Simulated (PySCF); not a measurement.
formaldehyde (CH2O), SMILES C=O. Atoms are numbered in the order given.

```xyz
4

C      0.0000     0.0000    -0.5246
O      0.0000     0.0000     0.6712
H      0.0000    -0.9404    -1.1112
H      0.0000     0.9404    -1.1112
```

Geometry: PBE0-D3(BJ)/def2-TZVPD.

Method: TDA-M06-2X/def2-TZVPD (PySCF 2.14.0).

Vertical excitations. The molecule is in vacuum. State labels are in the subgroup C2v.

Computed excitation energies, oscillator strengths and character:
| state | symmetry | energy (eV) | λ (nm) | f | main pairs |
|---|---|---|---|---|---|
| S1 | A2 | 3.85 | 322 | 0.000 | HOMO→LUMO 96 % |
| S2 | B2 | 7.35 | 169 | 0.024 | HOMO→LUMO+1 96 % |
| S3 | B2 | 8.53 | 145 | 0.061 | HOMO→LUMO+3 87 % |
| S4 | A1 | 8.57 | 145 | 0.080 | HOMO→LUMO+2 98 % |
| S5 | A2 | 8.88 | 140 | 0.000 | HOMO→LUMO+4 98 % |
| S6 | B1 | 9.08 | 137 | 0.000 | HOMO−2→LUMO 96 % |
| S7 | B2 | 9.70 | 128 | 0.016 | HOMO→LUMO+5 86 % |
| S8 | A1 | 9.95 | 125 | 0.056 | HOMO−1→LUMO 58 %, HOMO→LUMO+6 34 % |
| S9 | B2 | 10.22 | 121 | 0.043 | HOMO→LUMO+7 97 % |
| S10 | A2 | 10.24 | 121 | 0.000 | HOMO−3→LUMO 94 % |
| T1 | A2 | 3.31 | 374 | 0 | HOMO→LUMO 96 % |
| T2 | A1 | 6.24 | 199 | 0 | HOMO−1→LUMO 95 % |
| T3 | B2 | 7.27 | 171 | 0 | HOMO→LUMO+1 95 % |
| T4 | B1 | 8.15 | 152 | 0 | HOMO−2→LUMO 95 % |
Triplets are in the Tamm–Dancoff approximation.
